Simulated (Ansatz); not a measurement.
Basis-set extrapolation for CH$_{6}$BN$_{2}$P, SMILES `CN1BNP1` (PBE0-D4/def2-TZVP geometry, frozen core, Ansatz 0.2.0). Multiplicity 1, RHF reference.

```csv
,def2-TZVPP,def2-QZVPP
HF,-515.812496,-515.831357
MP2 correlation,-0.830133,-0.888651
CCSD(T) correlation,-0.908679,not run
```

Energies in hartree. Use E(X) = E(∞) + A·exp(−7.88·√X) for Hartree–Fock and E(X) = E(∞) + B·X^(−2.97) for correlation, with X = 3 and 4, and add CCSD(T) minus MP2 of the smaller set to the MP2 limit.

Q: What is the CCSD(T) energy at the basis-set limit?

A: HF limit: -515.831357 + (-0.018861) × 0.13774 = -515.83395. MP2 limit: -0.888651 + (-0.058518) × 0.74074 = -0.93200. Higher-order term: -0.908679 − (-0.830133) = -0.07855. Total: -516.84450 hartree, 323.8 kJ/mol below CCSD(T)/def2-TZVPP.
